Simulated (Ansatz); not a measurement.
Gas-phase electronic energies from Ansatz, PBE0-D4/def2-TZVP geometries. CCSD(T)/CBS is the MP2 limit (def2-TZVPP, def2-QZVPP) plus CCSD(T) − MP2 in def2-TZVPP, frozen cores. This one scheme is used for every species. DFT in def2-TZVPP. For Br outer-core shells are correlated without core-valence functions, which leaves a few kJ/mol of doubt a bond. Scalar relativity is left out up to krypton. Each species was taken in one conformer, which may not be the lowest.

Reaction (substitution at a C–Br bond): `C=C(N)Br` + HCl → `C=C(N)Cl` + HBr

| species | r2SCAN energy (Eh) |
| --- | --- |
| `C=C(N)Br` | -2707.46533 |
| HCl | -460.78587 |
| `C=C(N)Cl` | -593.50970 |
| HBr | -2574.74141 |

(1) Work out ΔE.

Largest T1 diagnostic among the species: 0.011.

Results:

(1) ΔE = (-593.50970) + (-2574.74141) − (-2707.46533) − (-460.78587) = 0.00009 Eh = +0.1 kcal/mol. CCSD(T)/CBS gives +0.9 kcal/mol.

Leaving LDA and LC-ωPBE aside and taking each functional with its dispersion term where it has one, the values, not all of them listed here, spread over 0.7 kcal/mol, from CAM-B3LYP-D4 to PBE-QIDH. At CCSD(T), def2-SVP lies −2.0 kcal/mol from the extrapolated value and def2-TZVPP +0.4 kcal/mol.
